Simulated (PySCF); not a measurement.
# State search for BeI

Unrestricted PBE0; Be cc-pVTZ, I cc-pVTZ-PP with ECP28; scalar-relativistic core potentials (PySCF 2.14). Outer shells of the fragments: Be 2s2; I 4d10 5s2 5p5.

Followed along the bond (rough minima from three points):

| 2Ms+1 | unpaired | ⟨S²⟩ at the start | R at minimum (Å) | Te (eV) |
| --- | --- | --- | --- | --- |
| 2 | σ ↑ | 0.75 | 2.19 | 0.00 |
| 4 | σ ↑, π ↑↑ | 3.75 | none in the scan | ≤ 4.71 |

Solutions found at the starting distance of 2.270 Å, counted from the lowest of them; the search is not exhaustive and high or unbound solutions are not listed, so other states can lie among these:

| 2Ms+1 | unpaired | term | E (eV) | ⟨S²⟩ | ⟨Lz²⟩ | μ (D) |
| --- | --- | --- | --- | --- | --- | --- |
| 2 | σ ↑ | ²Σ⁺ | 0.00 | 0.75 | 0.00 | -0.95 |
| 2 | π ↑ | ²Π | 2.79 | 0.78 | 1.00 | -2.93 |
| 2 | π ↑ | ²Π | 4.13 | 0.75 | 1.01 | 5.39 |
| 4 | σ ↑, π ↑↑ | mixed | 4.82 | 3.75 | 2.01 | 4.08 |
| 4 | σ ↑, π ↑↑ | mixed | 5.03 | 3.75 | 2.01 | 4.14 |
| 4 | σ ↑↑, π ↑ | ⁴Π | 6.23 | 3.76 | 1.00 | 3.47 |
| 4 | σ ↑↑, π ↑ | ⁴Π | 7.33 | 3.75 | 1.01 | 2.28 |
| 4 | σ ↑↑↑ | ⁴Σ⁺ | 8.57 | 3.76 | 0.00 | 1.40 |

A term symbol is given only where ⟨S²⟩ and ⟨Lz²⟩ are close to those of a pure state; real π, δ and φ orbitals otherwise mix terms. A positive dipole means Be(−)I(+).

Spin–orbit coupling is left out. Counting both spins, an empty level lies below a filled one in some of these solutions, because spin and occupation are held.
